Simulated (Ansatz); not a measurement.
`N#C[SiH2][GaH2]` + PH₃ → `[PH2][GaH2]` + `N#C[SiH3]` at 298.15 K and 1 bar (cleavage of the Ga–Si bond).

Computed with Ansatz on PBE0-D4/def2-TZVP structures; ΔE is electronic, products minus reactants. CBS: MP2 limit from def2 TZ/QZ plus the TZ coupled-cluster correction, frozen cores. This one scheme is used for every species. For Ga outer-core shells are correlated without core-valence functions, which leaves a few kJ/mol of doubt a bond. Scalar relativity is left out up to krypton.

```json
{"species": "`N#C[SiH2][GaH2]`", "CCSD(T)/CBS energy (Eh)": "-2308.14688", "H − E (kJ/mol)": "121.9", "S (J/(mol·K))": "356.0"}
{"species": "PH₃", "CCSD(T)/CBS energy (Eh)": "-342.72256", "H − E (kJ/mol)": "73.1", "S (J/(mol·K))": "210.2"}
{"species": "`[PH2][GaH2]`", "CCSD(T)/CBS energy (Eh)": "-2267.26620", "H − E (kJ/mol)": "94.5", "S (J/(mol·K))": "289.3"}
{"species": "`N#C[SiH3]`", "CCSD(T)/CBS energy (Eh)": "-383.61554", "H − E (kJ/mol)": "100.1", "S (J/(mol·K))": "264.7"}
```

H − E and S are ideal-gas, rigid-rotor, harmonic terms from PBE0-D4/def2-TZVP. 1 Eh = 2625.50 kJ/mol, R = 8.31446 J/(mol·K).

Problem. By hand: ΔE, ΔH, ΔS and ΔG.

Solution. ΔE = (-2267.26620) + (-383.61554) − (-2308.14688) − (-342.72256) = -0.01230 Eh = -32.3 kJ/mol. Δ(H − E) = 94.5 + 100.1 − 121.9 − 73.1 = -0.4, so ΔH = -32.7 kJ/mol. ΔS = 289.3 + 264.7 − 356.0 − 210.2 = -12.2 J/(mol·K). ΔG = -32.7 − 298.15 × (-12.2)/1000 = -29.1 kJ/mol.

Problem. By hand: the equilibrium constant, and the temperature at which ΔG would vanish if ΔH and ΔS stayed fixed.

Solution. log₁₀ K = −ΔG/(RT ln 10) = 5.1. ΔG = 0 at ΔH/ΔS = 2680 K, far beyond where these terms or the molecules hold.

The number of gas molecules stays the same, so ΔS is small and ΔH decides. A doubt of 5 kJ/mol in ΔE shifts log₁₀ K by 0.9 here. Modes under 60 cm⁻¹, often nearly free rotors, make the harmonic entropy too high. These are equilibria of isolated gas molecules and say nothing of rates. Largest T1 diagnostic: 0.014 (customary marks: 0.02 for closed shells, 0.045 for open ones).
